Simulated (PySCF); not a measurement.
## PySCF run on CdS

Input:

```python
from pyscf import gto, scf, mp

mol = gto.M(
    atom='Cd 0 0 0; S 0 0 2.218',
    basis='lanl2dz',
    ecp={'Cd': 'lanl2dz', 'S': 'lanl2dz'},
    charge=0,
    spin=0,
    verbose=4,
)
mf = scf.RHF(mol)
mf.kernel()
mp.MP2(mf).kernel()
mf.dip_moment()
print('orbital energies (hartree):', mf.mo_energy[..., max(0, mol.nelec[1]-3):mol.nelec[0]+3].round(4))
```

```bash
$ OMP_NUM_THREADS=1 python input.py
```

Output (some set-up lines and the per-cycle HOMO/LUMO lines with their warnings removed):

```
PySCF version 2.14.0

[INPUT] verbose = 4
[INPUT] num. atoms = 2
[INPUT] num. electrons = 18
[INPUT] charge = 0
[INPUT] spin (= nelec alpha-beta = 2S) = 0
[INPUT] symmetry False subgroup None
[INPUT] Mole.unit = angstrom
[INPUT] Symbol           X                Y                Z      unit          X                Y                Z       unit  Magmom
[INPUT]  1 Cd     0.000000000000   0.000000000000   0.000000000000 AA    0.000000000000   0.000000000000   0.000000000000 Bohr   0.0
[INPUT]  2 S      0.000000000000   0.000000000000   2.218000000000 AA    0.000000000000   0.000000000000   4.191412544285 Bohr   0.0

nuclear repulsion = 17.1779797954193
number of shells = 10
number of NR pGTOs = 44
number of NR cGTOs = 26
basis = lanl2dz
ecp = {'Cd': 'lanl2dz', 'S': 'lanl2dz'}

******** <class 'pyscf.scf.hf.RHF'> ********
method = RHF
initial guess = minao
damping factor = 0
level_shift factor = 0
DIIS = <class 'pyscf.scf.diis.CDIIS'>
diis_start_cycle = 1
diis_space = 8
diis_damp = 0
SCF conv_tol = 1e-09
SCF conv_tol_grad = None
SCF max_cycles = 50
direct_scf = True
direct_scf_tol = 1e-13
Set gradient conv threshold to 3.16228e-05
Initial guess from minao.
init E= -52.6044258475373
cycle= 1 E= -56.2118871559656  delta_E= -3.61  |g|= 0.825  |ddm|= 4.06
cycle= 2 E= -56.3894735546814  delta_E= -0.178  |g|= 0.271  |ddm|= 1.08
cycle= 3 E= -56.4106354371519  delta_E= -0.0212  |g|= 0.0305  |ddm|= 0.272
cycle= 4 E= -56.4114109327131  delta_E= -0.000775  |g|= 0.0222  |ddm|= 0.0767
cycle= 5 E= -56.4116754350023  delta_E= -0.000265  |g|= 0.0058  |ddm|= 0.0292
cycle= 6 E= -56.4117585351428  delta_E= -8.31e-05  |g|= 0.00235  |ddm|= 0.0244
cycle= 7 E= -56.411776796667  delta_E= -1.83e-05  |g|= 0.000537  |ddm|= 0.0141
cycle= 8 E= -56.4117775729281  delta_E= -7.76e-07  |g|= 0.000115  |ddm|= 0.00308
cycle= 9 E= -56.4117775922076  delta_E= -1.93e-08  |g|= 1.21e-05  |ddm|= 0.000542
cycle= 10 E= -56.4117775923496  delta_E= -1.42e-10  |g|= 1.13e-06  |ddm|= 3.28e-05
Extra cycle  E= -56.4117775923504  delta_E= -8.24e-13  |g|= 4.73e-07  |ddm|= 1.96e-06
converged SCF energy = -56.4117775923504

******** <class 'pyscf.mp.mp2.RMP2'> ********
nocc = 9, nmo = 26
E(RMP2) = -56.5406089952017  E_corr = -0.12883140285131
E(SCS-RMP2) = -56.5371937926738  E_corr = -0.125416200323347
E_corr(same-spin) = -0.0336709420364136
E_corr(oppo-spin) = -0.0951604608148968
Dipole moment(X, Y, Z, Debye):  0.00000, -0.00000, -7.45906
orbital energies (hartree): [-0.3581 -0.3187 -0.3187 -0.0574  0.0459  0.0459]
```

In short: E(SCF) = -56.411778 Eh, 10 cycles, E(MP2) − E(SCF) = -0.12883 Eh, μz(SCF) = -7.46 D.

Run time: 1 s on 1 thread of Arm Neoverse V1 (shared host), peak memory 0.11 GiB.

At this level a UHF run with spin=2 ends 0.76 eV lower; the true order of the states can differ. Stability towards an unrestricted solution was not tested. The bond length is a typed value, not an optimised one.
